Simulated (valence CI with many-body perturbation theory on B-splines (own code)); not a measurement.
# Level structure of Kr14+

Method: configuration interaction combined with many-body perturbation theory (CI+MBPT): four valence electrons over a frozen Dirac-Fock core [Ar], radial functions for each j: 7 s, 7 p, 8 d, 6 f, 4 g, 1 h, with the one-electron correlation potential Σ1, the two-electron term Σ2, the three-electron term Σ3, Breit, model QED; selected CI, second order for the rest, scaled by the run's own slope (own B-spline code, finite nucleus).

No measured levels were compared; by estimate terms of the open shell hold to 2 to 4 % of their energy, and close levels can change places. Only levels of the ground parity were solved; by the run's estimate the other parity begins above the list, which can be wrong where configurations are misplaced.

Levels 1 to 31 of 31, with energies above the lowest level, 3d4 5D_0. "Leading %" is the weight of the configuration and term that name the level; weights of strongly mixed levels are sums over their largest components and can fall short, so below about 35 % the name and the second component can differ from the true leading terms, or belong to a minority configuration. In the jj column 3d3/2^4 stands for four electrons in 3d with j = 3/2. Lifetimes count E1, E2, E3, M1 and M2 decay at the calculated energies, and are blank where another channel may lead or the interval is too uncertain; long ones can be off by a factor of two.

| No. | Configuration | Term | J | E (cm⁻¹) | Leading % | Lifetime | Leading jj |
| --- | --- | --- | --- | --- | --- | --- | --- |
| 1 | 3d4 | 5D | 0 | 0.0 | 94 |  | 3d3/2^2 3d5/2^2 (54 %) |
| 2 | 3d4 | 5D | 1 | 2425 | 96 | 1.36 s | 3d3/2^3 3d5/2 (66 %) |
| 3 | 3d4 | 5D | 2 | 5987 | 98 | 401 ms | 3d3/2^2 3d5/2^2 (67 %) |
| 4 | 3d4 | 5D | 3 | 10027 | 98 | 333 ms | 3d3/2^2 3d5/2^2 (50 %) |
| 5 | 3d4 | 5D | 4 | 14245 | 96 | 501 ms | 3d3/2^2 3d5/2^2 (39 %) |
| 6 | 3d4 | 3P | 0 | 49878 | 86 | 2.68 ms | 3d3/2^4 (52 %) |
| 7 | 3d4 | 3H | 4 | 55201 | 71 | 32.9 ms | 3d3/2^3 3d5/2 (67 %) |
| 8 | 3d4 | 3P | 1 | 60590 | 94 | 3.34 ms | 3d3/2^2 3d5/2^2 (41 %) |
| 9 | 3d4 | 3H | 5 | 60773 | 87 | 228 ms | 3d3/2^2 3d5/2^2 (92 %) |
| 10 | 3d4 | 3F | 3 | 63586 | 54 | 8.00 ms | 3d3/2^2 3d5/2^2 (56 %) |
| 11 | 3d4 | 3H | 6 | 64239 | 93 | 1.30 s | 3d3/2^2 3d5/2^2 (65 %) |
| 12 | 3d4 | 3F | 2 | 65105 | 95 | 9.26 ms | 3d3/2^2 3d5/2^2 (54 %) |
| 13 | 3d4 | 3F | 4 | 67781 | 59 | 5.62 ms | 3d3/2^2 3d5/2^2 (43 %) |
| 14 | 3d4 | 3P | 2 | 73148 | 88 | 6.58 ms | 3d3/2^2 3d5/2^2 (47 %) |
| 15 | 3d4 | 3G | 4 | 75857 | 65 | 21.1 ms | 3d3/2^2 3d5/2^2 (79 %) |
| 16 | 3d4 | 3G | 3 | 75929 | 54 | 9.49 ms | 3d3/2 3d5/2^3 (67 %) |
| 17 | 3d4 | 3G | 5 | 80315 | 87 | 20.8 ms | 3d3/2 3d5/2^3 (92 %) |
| 18 | 3d4 | 3D | 3 | 88466 | 95 | 6.48 ms | 3d3/2 3d5/2^3 (40 %) |
| 19 | 3d4 | 3D | 2 | 90300 | 77 | 5.26 ms | 3d3/2 3d5/2^3 (31 %) |
| 20 | 3d4 | 1I | 6 | 91357 | 93 | 13.4 ms | 3d3/2 3d5/2^3 (65 %) |
| 21 | 3d4 | 3D | 1 | 92871 | 97 | 4.55 ms | 3d3/2 3d5/2^3 (60 %) |
| 22 | 3d4 | 1G | 4 | 97348 | 73 | 3.90 ms | 3d5/2^4 (54 %) |
| 23 | 3d4 | 1S | 0 | 102960 | 90 | 2.87 ms | 3d3/2 3d5/2^3 (65 %) |
| 24 | 3d4 | 1D | 2 | 114110 | 82 | 3.43 ms | 3d3/2^2 3d5/2^2 (44 %) |
| 25 | 3d4 | 1F | 3 | 124710 | 89 |  | 3d3/2 3d5/2^3 (58 %) |
| 26 | 3d4 | 3P | 2 | 143020 | 96 | 4.27 ms | 3d3/2^2 3d5/2^2 (57 %) |
| 27 | 3d4 | 3F | 4 | 146390 | 95 |  | 3d3/2^2 3d5/2^2 (76 %) |
| 28 | 3d4 | 3F | 2 | 148400 | 96 | 3.12 ms | 3d3/2^2 3d5/2^2 (52 %) |
| 29 | 3d4 | 3F | 3 | 149950 | 91 |  | 3d3/2 3d5/2^3 (87 %) |
| 30 | 3d4 | 3P | 1 | 152930 | 99 |  | 3d3/2 3d5/2^3 (87 %) |
| 31 | 3d4 | 3P | 0 | 157830 | 98 |  | 3d5/2^4 (56 %) |

Names give the largest LS component (configuration and term), which can be under half, so a name can repeat, a term be missing and a line seem to break the LS rules; names also repeat where a configuration has a term twice.

The ionisation energy to 3d3 4F_3/2 of the next ion comes out as 491.24 eV (NIST: 492 ± 5 eV (theoretical)). All 31 levels together are meant to be complete up to 164200 cm⁻¹.
